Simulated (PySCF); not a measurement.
All numbers come from PBE0 in PySCF with C def2-SVP, Br def2-SVP; no relativity; density-fitted integrals.

Each entry is the lowest minimum that a search over a few typed start shapes (and spin states, where more than one is plausible) found, or that minimum re-optimised at the stated level; isomers with ligand–ligand bonds, or fragments after loss of a ligand pair, can lie lower. Open shells are unrestricted.

CBr₃ is a doublet of C3v symmetry with C–Br 1.862 Å (×3); Br–C–Br 118.2° (×3). Its wavenumbers are 164 (×2), 212, 311, 815 (×2) cm⁻¹.

Problem. What changes when one electron is removed, giving CBr₃⁺?

Solution. It costs 7.88 eV between the minima (7.91 eV with zero-point energy). CBr₃⁺ is a singlet of D3h symmetry with C–Br 1.807 Å (×3); Br–C–Br 120.0° (×3); wavenumbers 187 (×2), 334, 446, 919 (×2) cm⁻¹.
